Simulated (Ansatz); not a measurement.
A short molecular-dynamics run on CH₆AlFSi (`F[CH2][AlH][SiH3]`).

```yaml
crystal:
  periodic: [false, false, false]
  atoms:
    - {symbol: F, position_ang: [-1.971299, 0.959453, 0.313885]}
    - {symbol: C, position_ang: [-0.796865, 1.704586, 0.154044]}
    - {symbol: Al, position_ang: [0.778076, 0.526699, -0.103603]}
    - {symbol: Si, position_ang: [0.447270, -1.904498, -0.103001]}
    - {symbol: H, position_ang: [-0.946441, 2.383992, -0.695898]}
    - {symbol: H, position_ang: [-0.688782, 2.349502, 1.036522]}
    - {symbol: H, position_ang: [2.185707, 1.243848, -0.298190]}
    - {symbol: H, position_ang: [1.714591, -2.659755, -0.311385]}
    - {symbol: H, position_ang: [-0.138442, -2.351515, 1.193154]}
    - {symbol: H, position_ang: [-0.500615, -2.303414, -1.182430]}
basis:
  gaussian: {orbitals: "6-31G*"}
hamiltonian: {xc: {name: revPBE}, dispersion: d4}
md: {timestep: 0.5 fs, n_steps: 20, ensemble: nvt_langevin, temperature: 1000, initial_velocities: maxwell_boltzmann, friction: 0.01, seed: 214}
```

```sh
$ ansatz run in.yaml --threads 2 --pin off --events-out ev --progress --plain --max-ram 4352MiB
```

```json
{"step": "0", "time (fs)": "0.0", "potential energy (eV)": "-18320.2165", "kinetic (eV)": "1.1633", "T (K)": "900", "conserved (eV)": "–"}
{"step": "1", "time (fs)": "0.5", "potential energy (eV)": "-18320.2061", "kinetic (eV)": "1.0926", "T (K)": "845", "conserved (eV)": "–"}
{"step": "2", "time (fs)": "1.0", "potential energy (eV)": "-18320.1731", "kinetic (eV)": "1.1186", "T (K)": "865", "conserved (eV)": "–"}
{"step": "3", "time (fs)": "1.5", "potential energy (eV)": "-18320.1207", "kinetic (eV)": "1.0864", "T (K)": "840", "conserved (eV)": "–"}
{"step": "4", "time (fs)": "2.0", "potential energy (eV)": "-18320.0580", "kinetic (eV)": "1.0131", "T (K)": "784", "conserved (eV)": "–"}
{"step": "5", "time (fs)": "2.5", "potential energy (eV)": "-18319.9934", "kinetic (eV)": "0.9012", "T (K)": "697", "conserved (eV)": "–"}
{"step": "6", "time (fs)": "3.0", "potential energy (eV)": "-18319.9296", "kinetic (eV)": "0.8205", "T (K)": "635", "conserved (eV)": "–"}
{"step": "7", "time (fs)": "3.5", "potential energy (eV)": "-18319.8658", "kinetic (eV)": "0.8306", "T (K)": "643", "conserved (eV)": "–"}
{"step": "8", "time (fs)": "4.0", "potential energy (eV)": "-18319.8021", "kinetic (eV)": "0.8618", "T (K)": "667", "conserved (eV)": "–"}
{"step": "9", "time (fs)": "4.5", "potential energy (eV)": "-18319.7447", "kinetic (eV)": "0.8211", "T (K)": "635", "conserved (eV)": "–"}
{"step": "10", "time (fs)": "5.0", "potential energy (eV)": "-18319.6983", "kinetic (eV)": "0.7396", "T (K)": "572", "conserved (eV)": "–"}
{"step": "11", "time (fs)": "5.5", "potential energy (eV)": "-18319.6631", "kinetic (eV)": "0.7265", "T (K)": "562", "conserved (eV)": "–"}
{"step": "12", "time (fs)": "6.0", "potential energy (eV)": "-18319.6389", "kinetic (eV)": "0.7262", "T (K)": "562", "conserved (eV)": "–"}
{"step": "13", "time (fs)": "6.5", "potential energy (eV)": "-18319.6259", "kinetic (eV)": "0.6851", "T (K)": "530", "conserved (eV)": "–"}
{"step": "14", "time (fs)": "7.0", "potential energy (eV)": "-18319.6277", "kinetic (eV)": "0.6778", "T (K)": "524", "conserved (eV)": "–"}
{"step": "15", "time (fs)": "7.5", "potential energy (eV)": "-18319.6433", "kinetic (eV)": "0.6754", "T (K)": "523", "conserved (eV)": "–"}
{"step": "16", "time (fs)": "8.0", "potential energy (eV)": "-18319.6690", "kinetic (eV)": "0.7330", "T (K)": "567", "conserved (eV)": "–"}
{"step": "17", "time (fs)": "8.5", "potential energy (eV)": "-18319.7030", "kinetic (eV)": "0.7477", "T (K)": "578", "conserved (eV)": "–"}
{"step": "18", "time (fs)": "9.0", "potential energy (eV)": "-18319.7395", "kinetic (eV)": "0.8057", "T (K)": "623", "conserved (eV)": "–"}
{"step": "19", "time (fs)": "9.5", "potential energy (eV)": "-18319.7702", "kinetic (eV)": "0.8434", "T (K)": "652", "conserved (eV)": "–"}
{"step": "20", "time (fs)": "10.0", "potential energy (eV)": "-18319.7878", "kinetic (eV)": "0.8559", "T (K)": "662", "conserved (eV)": "–"}
```

Velocities are drawn at the set temperature; a run this short doesn't reach equilibrium.

Frames (Å, forces in eV/Å):

```xyz
10
time=0.0 fs
F    -1.971    0.959    0.314   -0.593   -0.476    0.079
C    -0.797    1.705    0.154    0.140   -0.052   -0.022
Al    0.778    0.527   -0.104    0.073   -0.159   -0.014
Si    0.447   -1.904   -0.103    0.034    0.270    0.000
H    -0.946    2.384   -0.696    0.030    0.338   -0.326
H    -0.689    2.350    1.037    0.125    0.325    0.316
H     2.186    1.244   -0.298    0.267    0.109   -0.037
H     1.715   -2.660   -0.311    0.212   -0.165   -0.035
H    -0.138   -2.352    1.193   -0.114   -0.099    0.217
H    -0.501   -2.303   -1.182   -0.174   -0.091   -0.177
10
time=0.5 fs
F    -1.972    0.956    0.318   -0.529   -0.304    0.030
C    -0.800    1.707    0.152    0.333   -0.276   -0.220
Al    0.777    0.523   -0.105    0.111   -0.018   -0.051
Si    0.450   -1.902   -0.102   -0.332    0.373   -0.432
H    -0.927    2.397   -0.695   -0.112    0.244   -0.333
H    -0.672    2.347    1.025    0.068    0.446    0.580
H     2.190    1.245   -0.317    0.166    0.057   -0.017
H     1.712   -2.634   -0.334    0.388   -0.322   -0.058
H    -0.136   -2.344    1.180   -0.170   -0.198    0.451
H    -0.531   -2.295   -1.183    0.078   -0.002    0.050
10
time=1.0 fs
F    -1.971    0.953    0.322   -0.477   -0.143   -0.016
C    -0.804    1.710    0.150    0.526   -0.371   -0.373
Al    0.775    0.520   -0.106    0.142    0.115   -0.088
Si    0.452   -1.899   -0.101   -0.673    0.480   -0.854
H    -0.908    2.412   -0.694   -0.242    0.110   -0.282
H    -0.656    2.346    1.018    0.006    0.491    0.738
H     2.194    1.245   -0.335    0.075    0.012    0.004
H     1.710   -2.607   -0.358    0.551   -0.467   -0.082
H    -0.133   -2.337    1.166   -0.230   -0.304    0.695
H    -0.561   -2.287   -1.184    0.322    0.078    0.258
10
time=1.5 fs
F    -1.971    0.950    0.326   -0.453   -0.003   -0.052
C    -0.807    1.712    0.149    0.739   -0.396   -0.507
Al    0.774    0.516   -0.107    0.171    0.243   -0.129
Si    0.455   -1.897   -0.100   -0.987    0.569   -1.225
H    -0.891    2.427   -0.693   -0.363   -0.039   -0.201
H    -0.637    2.344    1.013   -0.061    0.503    0.838
H     2.198    1.244   -0.354   -0.008   -0.029    0.025
H     1.709   -2.581   -0.383    0.684   -0.592   -0.103
H    -0.132   -2.329    1.155   -0.276   -0.404    0.908
H    -0.592   -2.279   -1.185    0.555    0.148    0.444
10
time=2.0 fs
F    -1.969    0.948    0.330   -0.442    0.122   -0.076
C    -0.811    1.715    0.147    0.970   -0.355   -0.555
Al    0.772    0.513   -0.109    0.198    0.369   -0.171
Si    0.457   -1.894   -0.100   -1.266    0.619   -1.515
H    -0.876    2.441   -0.693   -0.476   -0.174   -0.113
H    -0.618    2.344    1.010   -0.146    0.452    0.837
H     2.202    1.242   -0.371   -0.087   -0.068    0.048
H     1.711   -2.556   -0.407    0.774   -0.689   -0.120
H    -0.133   -2.323    1.146   -0.299   -0.483    1.063
H    -0.622   -2.272   -1.186    0.772    0.208    0.603
10
time=2.5 fs
F    -1.968    0.946    0.335   -0.434    0.229   -0.097
C    -0.814    1.717    0.145    1.196   -0.216   -0.526
Al    0.770    0.510   -0.110    0.223    0.490   -0.209
Si    0.459   -1.891   -0.099   -1.492    0.629   -1.733
H    -0.864    2.454   -0.696   -0.569   -0.323    0.013
H    -0.600    2.345    1.011   -0.244    0.333    0.713
H     2.205    1.240   -0.389   -0.159   -0.103    0.071
H     1.712   -2.534   -0.433    0.816   -0.752   -0.129
H    -0.133   -2.320    1.139   -0.300   -0.543    1.166
H    -0.652   -2.264   -1.186    0.963    0.256    0.732
10
time=3.0 fs
F    -1.967    0.944    0.339   -0.426    0.322   -0.123
C    -0.817    1.719    0.143    1.417   -0.024   -0.418
Al    0.768    0.507   -0.111    0.260    0.607   -0.244
Si    0.461   -1.888   -0.099   -1.662    0.595   -1.879
H    -0.852    2.465   -0.700   -0.656   -0.465    0.148
H    -0.585    2.348    1.015   -0.350    0.171    0.504
H     2.210    1.237   -0.406   -0.236   -0.139    0.094
H     1.715   -2.515   -0.460    0.807   -0.781   -0.127
H    -0.133   -2.320    1.135   -0.279   -0.582    1.211
H    -0.680   -2.257   -1.186    1.126    0.296    0.834
10
time=3.5 fs
F    -1.965    0.942    0.342   -0.417    0.412   -0.153
C    -0.820    1.721    0.141    1.643    0.166   -0.252
Al    0.766    0.504   -0.113    0.310    0.732   -0.273
Si    0.463   -1.885   -0.099   -1.785    0.517   -1.952
H    -0.840    2.475   -0.703   -0.748   -0.582    0.254
H    -0.572    2.352    1.021   -0.460   -0.011    0.265
H     2.215    1.234   -0.423   -0.321   -0.179    0.119
H     1.718   -2.498   -0.487    0.753   -0.783   -0.114
H    -0.130   -2.323    1.134   -0.235   -0.598    1.195
H    -0.706   -2.250   -1.185    1.260    0.324    0.912
10
time=4.0 fs
F    -1.964    0.940    0.346   -0.405    0.498   -0.179
C    -0.822    1.723    0.138    1.857    0.338   -0.068
Al    0.764    0.500   -0.114    0.369    0.868   -0.302
Si    0.465   -1.881   -0.099   -1.880    0.412   -1.963
H    -0.829    2.485   -0.705   -0.835   -0.678    0.326
H    -0.559    2.357    1.026   -0.567   -0.192    0.038
H     2.222    1.232   -0.440   -0.412   -0.222    0.147
H     1.721   -2.482   -0.516    0.682   -0.772   -0.095
H    -0.126   -2.329    1.135   -0.173   -0.596    1.137
H    -0.731   -2.242   -1.180    1.364    0.344    0.959
10
time=4.5 fs
F    -1.963    0.938    0.350   -0.373    0.586   -0.207
C    -0.824    1.725    0.136    2.029    0.460    0.150
Al    0.762    0.497   -0.116    0.432    1.010   -0.332
Si    0.467   -1.878   -0.100   -1.948    0.274   -1.915
H    -0.820    2.493   -0.704   -0.911   -0.737    0.356
H    -0.546    2.362    1.031   -0.668   -0.364   -0.180
H     2.228    1.230   -0.456   -0.503   -0.267    0.176
H     1.724   -2.467   -0.546    0.594   -0.748   -0.067
H    -0.121   -2.339    1.138   -0.092   -0.574    1.037
H    -0.751   -2.234   -1.173    1.440    0.359    0.981
10
time=5.0 fs
F    -1.963    0.936    0.354   -0.318    0.676   -0.232
C    -0.825    1.727    0.133    2.144    0.523    0.356
Al    0.760    0.493   -0.117    0.485    1.152   -0.361
Si    0.469   -1.874   -0.101   -1.978    0.114   -1.829
H    -0.815    2.501   -0.704   -0.967   -0.772    0.370
H    -0.535    2.366    1.037   -0.754   -0.507   -0.370
H     2.232    1.230   -0.473   -0.581   -0.309    0.203
H     1.726   -2.455   -0.577    0.484   -0.709   -0.027
H    -0.115   -2.350    1.141   -0.002   -0.536    0.908
H    -0.768   -2.227   -1.165    1.488    0.369    0.982
10
time=5.5 fs
F    -1.962    0.935    0.357   -0.256    0.758   -0.258
C    -0.825    1.730    0.131    2.223    0.534    0.567
Al    0.758    0.490   -0.118    0.537    1.286   -0.388
Si    0.471   -1.870   -0.103   -1.981   -0.056   -1.710
H    -0.812    2.506   -0.703   -1.010   -0.772    0.362
H    -0.526    2.371    1.043   -0.826   -0.627   -0.545
H     2.237    1.228   -0.491   -0.653   -0.346    0.232
H     1.728   -2.445   -0.607    0.363   -0.661    0.020
H    -0.109   -2.361    1.146    0.092   -0.485    0.758
H    -0.782   -2.217   -1.153    1.512    0.368    0.963
10
time=6.0 fs
F    -1.962    0.933    0.361   -0.190    0.835   -0.295
C    -0.825    1.733    0.129    2.277    0.484    0.830
Al    0.756    0.487   -0.120    0.593    1.409   -0.410
Si    0.473   -1.867   -0.104   -1.952   -0.241   -1.555
H    -0.807    2.508   -0.701   -1.056   -0.718    0.304
H    -0.519    2.375    1.050   -0.879   -0.728   -0.714
H     2.242    1.225   -0.508   -0.721   -0.378    0.259
H     1.731   -2.438   -0.636    0.228   -0.603    0.076
H    -0.102   -2.374    1.152    0.192   -0.418    0.585
H    -0.791   -2.207   -1.138    1.509    0.359    0.920
10
time=6.5 fs
F    -1.962    0.932    0.365   -0.124    0.903   -0.338
C    -0.825    1.737    0.127    2.294    0.382    1.054
Al    0.755    0.483   -0.121    0.639    1.525   -0.427
Si    0.474   -1.864   -0.106   -1.909   -0.437   -1.373
H    -0.803    2.510   -0.699   -1.093   -0.656    0.248
H    -0.516    2.375    1.057   -0.906   -0.779   -0.842
H     2.246    1.221   -0.525   -0.774   -0.402    0.283
H     1.732   -2.433   -0.664    0.101   -0.542    0.133
H    -0.095   -2.389    1.159    0.292   -0.339    0.405
H    -0.797   -2.197   -1.119    1.480    0.346    0.856
10
time=7.0 fs
F    -1.961    0.931    0.368   -0.069    0.950   -0.373
C    -0.825    1.741    0.126    2.268    0.234    1.175
Al    0.753    0.480   -0.122    0.679    1.639   -0.450
Si    0.476   -1.861   -0.108   -1.866   -0.631   -1.168
H    -0.802    2.512   -0.697   -1.107   -0.603    0.210
H    -0.514    2.371    1.062   -0.901   -0.757   -0.886
H     2.249    1.216   -0.541   -0.819   -0.421    0.306
H     1.730   -2.432   -0.692    0.004   -0.489    0.183
H    -0.087   -2.404    1.166    0.386   -0.254    0.228
H    -0.800   -2.189   -1.098    1.425    0.332    0.774
10
time=7.5 fs
F    -1.961    0.930    0.371   -0.007    0.987   -0.404
C    -0.823    1.744    0.126    2.184    0.035    1.245
Al    0.752    0.476   -0.123    0.714    1.742   -0.476
Si    0.477   -1.858   -0.110   -1.799   -0.810   -0.958
H    -0.804    2.514   -0.695   -1.099   -0.537    0.163
H    -0.514    2.363    1.066   -0.870   -0.684   -0.869
H     2.252    1.209   -0.555   -0.854   -0.435    0.327
H     1.726   -2.431   -0.718   -0.072   -0.439    0.228
H    -0.078   -2.419    1.173    0.467   -0.173    0.076
H    -0.799   -2.184   -1.074    1.335    0.316    0.667
10
time=8.0 fs
F    -1.961    0.929    0.375    0.068    1.021   -0.433
C    -0.821    1.748    0.126    2.052   -0.202    1.267
Al    0.751    0.473   -0.124    0.737    1.824   -0.501
Si    0.479   -1.856   -0.112   -1.671   -0.990   -0.743
H    -0.809    2.515   -0.692   -1.077   -0.465    0.118
H    -0.515    2.352    1.068   -0.824   -0.571   -0.805
H     2.254    1.200   -0.568   -0.869   -0.437    0.342
H     1.722   -2.433   -0.744   -0.157   -0.381    0.282
H    -0.069   -2.434    1.178    0.541   -0.093   -0.057
H    -0.795   -2.179   -1.048    1.199    0.293    0.529
10
time=8.5 fs
F    -1.960    0.929    0.378    0.138    1.039   -0.458
C    -0.818    1.752    0.126    1.875   -0.462    1.206
Al    0.750    0.470   -0.124    0.748    1.890   -0.522
Si    0.480   -1.853   -0.115   -1.481   -1.158   -0.505
H    -0.815    2.515   -0.691   -1.037   -0.399    0.094
H    -0.516    2.339    1.068   -0.752   -0.406   -0.680
H     2.253    1.190   -0.578   -0.864   -0.428    0.351
H     1.718   -2.435   -0.770   -0.240   -0.319    0.339
H    -0.058   -2.449    1.184    0.606   -0.014   -0.184
H    -0.786   -2.174   -1.020    1.006    0.257    0.359
10
time=9.0 fs
F    -1.959    0.929    0.380    0.199    1.034   -0.481
C    -0.814    1.756    0.126    1.648   -0.764    1.075
Al    0.749    0.467   -0.125    0.745    1.946   -0.539
Si    0.480   -1.850   -0.117   -1.201   -1.306   -0.270
H    -0.825    2.514   -0.690   -0.980   -0.320    0.065
H    -0.521    2.323    1.066   -0.644   -0.188   -0.480
H     2.249    1.180   -0.586   -0.837   -0.412    0.353
H     1.715   -2.437   -0.796   -0.335   -0.248    0.406
H    -0.044   -2.463    1.190    0.653    0.055   -0.288
H    -0.774   -2.170   -0.992    0.752    0.203    0.159
10
time=9.5 fs
F    -1.958    0.929    0.383    0.250    1.011   -0.497
C    -0.810    1.759    0.126    1.388   -1.102    0.907
Al    0.748    0.465   -0.126    0.727    1.988   -0.550
Si    0.481   -1.848   -0.119   -0.817   -1.428   -0.061
H    -0.838    2.512   -0.687   -0.910   -0.216    0.002
H    -0.528    2.307    1.063   -0.510    0.058   -0.214
H     2.242    1.170   -0.593   -0.788   -0.386    0.347
H     1.712   -2.442   -0.822   -0.445   -0.161    0.485
H    -0.027   -2.476    1.194    0.676    0.104   -0.343
H    -0.759   -2.165   -0.963    0.430    0.133   -0.076
10
time=10.0 fs
F    -1.958    0.930    0.386    0.295    0.973   -0.514
C    -0.805    1.761    0.126    1.110   -1.454    0.725
Al    0.748    0.463   -0.127    0.687    2.009   -0.548
Si    0.482   -1.846   -0.121   -0.367   -1.503    0.150
H    -0.852    2.510   -0.683   -0.836   -0.094   -0.083
H    -0.536    2.291    1.060   -0.360    0.314    0.085
H     2.232    1.158   -0.598   -0.714   -0.347    0.331
H     1.708   -2.449   -0.846   -0.534   -0.079    0.555
H    -0.007   -2.488    1.194    0.680    0.136   -0.354
H    -0.742   -2.159   -0.934    0.038    0.045   -0.347
```

It took 31 s on 2 threads of an Arm Neoverse V1 on a shared host, with 0.41 GiB of host memory at the peak.
